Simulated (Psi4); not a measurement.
Torsional profile of SMILES COC(=O)[SiH2]c1cccs1 (C6H8O2SSi). Scanned: dihedral O2–C3–Si5–C6; all other coordinates were relaxed at GFN2-xTB. Points at φ and −φ are mirror images.

Geometry of the scan point at 120° (Å):
```
18

C     -3.8609    -0.1027    -0.0825
O     -2.6734    -0.8136     0.2549
C     -1.5129    -0.1716     0.0895
O     -1.4385     0.9591    -0.3247
Si    -0.0444    -1.2961     0.5919
C      1.0173    -1.4781    -0.9378
C      1.0055    -0.7414    -2.0894
C      1.9708    -1.1464    -3.0333
C      2.7166    -2.1929    -2.5930
S      2.2541    -2.6988    -1.0190
H     -4.6895    -0.7803     0.1050
H     -3.9486     0.7943     0.5336
H     -3.8349     0.1940    -1.1328
H     -0.5934    -2.5817     1.0219
H      0.7062    -0.6306     1.6615
H      0.3214     0.0742    -2.2438
H      2.1031    -0.6810    -3.9937
H      3.5134    -2.7029    -3.0973
```

Method: PBE-D3(BJ)/def2-SVP // GFN2-xTB (Psi4).

Scanned values (°): -160, -140, -120, -100, -80, -60, -40, -20, 0, 20, 40, 60, 80, 100, 120, 140, 160, 180.

Locate the minima and the barriers on this grid.

Lower than their neighbours: 0° (3.7 kJ/mol), 180° (0.0 kJ/mol). Higher than their neighbours: -80° (8.9 kJ/mol), 80° (8.9 kJ/mol). The whole profile spans 8.9 kJ/mol.
